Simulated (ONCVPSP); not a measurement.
# What one change does to a pseudopotential (oxygen (O), ONCV)

- Element: oxygen (O)
- Generator: ONCVPSP 4.0.1
- Type: optimised norm-conserving Vanderbilt (ONCV)
- Functional: PBE
- Relativity: scalar-relativistic
- Frozen core: [He]
- Valence charge: 6
- Reference configuration: 2s2 2p4
- Partial waves: 2s: rc 0.85 bohr, ncon 4, nbas 8, qcut 7.9 1/bohr, 1 projector; 2p: rc 1.00 bohr, ncon 4, nbas 7, qcut 9.1 1/bohr, 1 projector; d scattering state at 0.07 Ha: rc 0.95 bohr, ncon 4, nbas 8, qcut 10.5 1/bohr, 2 projectors, debl 2.3 Ha
- Local potential: polynomial inside 0.60 bohr (lpopt 5, dvloc0 4 Ha)
- Core correction: Teter function, fcfact 5.75, rcfact 1.35

Change: s: rc 0.72.

Cutoffs: the cutoffs (Ha) at which the residual kinetic energy of the hardest occupied pseudo-wave falls to 1 and 0.1 mHa per electron; they do not see the model core or the augmentation charge, which bear on the density cutoff. Errors are all-electron minus pseudo energies relative to the spin-unpolarised reference configuration.

Task: What does the change do?

Result: The potential gets harder (59 Ha and 215 Ha → 73 Ha and 277 Ha); of the 4 tests that both files solve, the error grows in 0 and shrinks in 2 by more than 15 % and 0.3 meV (median size 32.5 → 28.8 meV); neither file shows a bound ghost. A smaller radius makes the pseudo-wave follow the all-electron one further in, where it bends more sharply, so more plane waves are needed.

```tsv
quantity	base	changed
cutoff, loose	59 Ha	73 Ha
cutoff, tight	215 Ha	277 Ha
loose cutoff by channel	s 59 Ha, p 48 Ha	s 73 Ha, p 48 Ha
bound ghosts	none	none
GHOST(+) flags under 300 eV	none	none
error for 2s2 2p3, meV [ΔE 16.43 eV]	+4.9	+4.1
error for 2s2 2p2, meV [ΔE 50.02 eV]	+60	+54
error for 2s2 2p1, meV [ΔE 103.89 eV]	+297	+271
error for 2s1 2p4, meV [ΔE 31.66 eV]	-0.7	-0.2
p: phases at 1.01 bohr within 0.05 rad from the reference energy up to (Ha; the scan ends near 5)	to the end of the scan	to the end of the scan
d: phases at 0.96 bohr within 0.05 rad from the reference energy up to (Ha; the scan ends near 5)	to the end of the scan	to the end of the scan
rms error of d²Exc/dni dnj with the model core, mHa	1.62	1.60
```
